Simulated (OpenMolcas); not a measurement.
An OpenMolcas run meant for Fe3+ (ANO-RCC-VQZP, DKH4; inactive shells 1s 2s 2p 3s 3p; intended active space 5 electrons in 5 orbitals (3d)). One step of its input:

```
&CASPT2
Multistate=1 1
Frozen=2 3
IPEA=-0.25
Imaginary=0.1
MaxIter=60
WThr=0.0 0.3 0.05
PrWF=0.5
NoMix
```

The run finished. Its levels beside those of a sound run (SS-CASPT2, IPEA 0.25 Eh, imaginary shift 0.1 Eh (closed shells correlated: 3s 3p)), in cm⁻¹ above each run's lowest level:

```json
{"Level": "3d⁵ ⁶S_5/2", "This run": "0.0", "Usual run": "0.0"}
{"Level": "3d⁵ ⁴G_11/2", "This run": "32751", "Usual run": "33160"}
{"Level": "3d⁵ ⁴G_5/2", "This run": "32751", "Usual run": "33160"}
{"Level": "3d⁵ ⁴G_7/2", "This run": "32751", "Usual run": "33160"}
{"Level": "3d⁵ ⁴G_9/2", "This run": "32751", "Usual run": "33160"}
{"Level": "3d⁵ ⁴P_5/2", "This run": "35778", "Usual run": "36615"}
{"Level": "3d⁵ ⁴P_3/2", "This run": "35783", "Usual run": "36623"}
{"Level": "3d⁵ ⁴P_1/2", "This run": "35862", "Usual run": "36709"}
{"Level": "3d⁵ ⁴D_7/2", "This run": "39329", "Usual run": "39862"}
{"Level": "3d⁵ ⁴D_1/2", "This run": "39366", "Usual run": "39902"}
{"Level": "3d⁵ ⁴D_3/2", "This run": "39445", "Usual run": "39988"}
{"Level": "3d⁵ ⁴D_5/2", "This run": "39481", "Usual run": "40028"}
```

Task: Which setting is unsound, and how much does it matter here?

Result: The IPEA shift is negative. Against the sound run the excited levels shown move by 570 cm-1 on average and by 850 cm-1 at most.

CASPT2 does not keep the components of a term degenerate, so their means are used; among the terms shown or strongly mixed into the levels shown the widest spread is 180 cm-1 (3d⁵ ⁴G, this run). Some high roots are left out of the spin-orbit mixing, which shifts the levels that they would mix with. Levels of configurations outside the active space are missing.
